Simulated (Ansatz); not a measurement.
A nudged elastic band was laid between two geometries of BClFH4N (8 atoms, charge 0, multiplicity 1).

Level of theory: RKS B3LYP-D4/def2-SVP (Ansatz).

```yaml
movable_images: 7
climbing_image: yes
spring: 5.0 eV/Å²
optimiser: quadratic models (default)
start_path: through a guess of the saddle point
force_threshold: 0.03 eV/Å
iteration_limit: 60
end_points: relaxed
```

First end point:

```xyz
8
Properties=species:S:1:pos:R:3
B 0.011 -0.167 0.161
F 0.215 0.640 1.254
H 0.956 -0.282 -0.597
Cl -1.599 0.171 -0.717
N -0.240 -1.670 0.810
H -0.403 -2.358 0.071
H 0.561 -1.969 1.374
H -1.073 -1.643 1.407
```

Last end point:

```xyz
8
Properties=species:S:1:pos:R:3
B -0.013 -0.626 -0.391
F -0.438 0.278 2.341
H 1.033 -0.056 -0.525
Cl -1.446 -0.064 -1.253
N -0.109 -1.751 0.451
H -0.939 -2.336 0.471
H 0.724 -2.202 0.816
H -0.384 -0.523 1.853
```

Question: Which bonds break or form, and what moves?

Answer: Bonds broken: B1–F2, N5–H8. Bonds formed: F2–H8. BClFH4N becomes BClH3N + FH.

Question: Give the energies along the band, and the barrier.

Answer: The forces met the threshold. The highest image is number 6 of 0 to 8, 149.0 kJ/mol above the first end and 46.4 kJ/mol above the last; the last end lies 102.5 kJ/mol above the first. A vibrational analysis at the climbing image gives one clearly imaginary mode, 739i cm⁻¹: a first-order saddle point. The orbitals stay closed-shell, which can raise the energy where a bond breaks towards radicals; this wasn't checked here.

```
image  path coordinate (Å)  energy (kJ/mol)  B1–F2 (Å)  N5–H8 (Å)  F2–H8 (Å)
    0                 0.00              0.0       1.37       1.03       2.63
    1                 0.40              0.9       1.37       1.03       2.51
    2                 0.81              3.0       1.37       1.02       2.41
    3                 1.21              4.7       1.38       1.02       2.34
    4                 1.62             15.3       1.40       1.03       1.97
    5                 2.02             79.1       1.52       1.11       1.47
    6                 2.43            149.0       1.79       1.41       1.08
    7                 2.96            113.5       2.39       1.77       0.95
    8                 3.50            102.5       2.91       1.88       0.94
```

Question: What is the geometry of the highest image?

Answer: 
```xyz
8
Properties=species:S:1:pos:R:3
B -0.053 -0.422 -0.015
F -0.358 0.315 1.583
H 1.037 -0.019 -0.308
Cl -1.444 0.002 -1.062
N -0.152 -1.752 0.694
H -0.949 -2.335 0.447
H 0.700 -2.307 0.748
H -0.353 -0.761 1.675
```

Question: What are the harmonic wavenumbers there?

Answer: 739i, 238, 317, 421, 523, 694, 773, 848, 912, 1000, 1102, 1216, 1257, 1565, 1996, 2669, 3532, 3625 cm⁻¹.

Time of the run: 4.7 min on 1 thread of Arm Neoverse V2, on a shared host, peak memory 0.16 GiB.
